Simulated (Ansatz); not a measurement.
Consider the redistribution: `[NH2][In]([NH2])[SH]` + `[NH2][InH][OH]` → `[NH2][In]([OH])[SH]` + `[NH2][InH][NH2]`.

Program: Ansatz. Geometries: PBE0-D4/def2-TZVP. ΔE: electronic, gas phase. CCSD(T)/CBS adds triple-zeta CCSD(T) − MP2 to the extrapolated MP2 energy (def2 sets, frozen cores). Functionals use def2-TZVPP. B3LYP here is the variant with VWN-RPA as its local correlation; programs differ in this. def2 core potentials past Kr. For In outer-core shells are correlated without core-valence functions, which leaves a few kJ/mol of doubt a bond. Each species was taken in one conformer, which may not be the lowest.

Problem. Is it downhill or uphill in electronic energy at CCSD(T)/CBS, and by how much? (An estimate is asked.)

Solution. Ansatz gave: Nearly level: ΔE = +2.5 kJ/mol.

Problem. What do these levels give: PBE, B3LYP, r2SCANh, RPA@PBE/def2-TZVPP, CCSD(T)/def2-TZVPP, SCS-MP2/def2-QZVPP? (Best estimate.)

Solution. Computed: PBE 1.6, B3LYP 1.5, r2SCANh 1.9, RPA@PBE/def2-TZVPP 2.3, CCSD(T)/def2-TZVPP 2.1, SCS-MP2/def2-QZVPP 2.5 kJ/mol.

Problem. What do rigid-rotor, harmonic-oscillator terms from PBE0-D4/def2-TZVP frequencies (298.15 K, 1 bar) make of the CCSD(T)/CBS value? (Best estimate.)

Solution. Computed: ΔZPE = -0.3 kJ/mol, ΔH = +2.4 kJ/mol, ΔS = -5 J/(mol·K), ΔG = +3.8 kJ/mol.

Largest T1 diagnostic among the species: 0.016.

Leaving LDA and LC-ωPBE aside and taking each functional with its dispersion term where it has one, the values, not all of them listed here, spread over 0.6 kJ/mol, from B97M-V to r2SCAN0-D4.
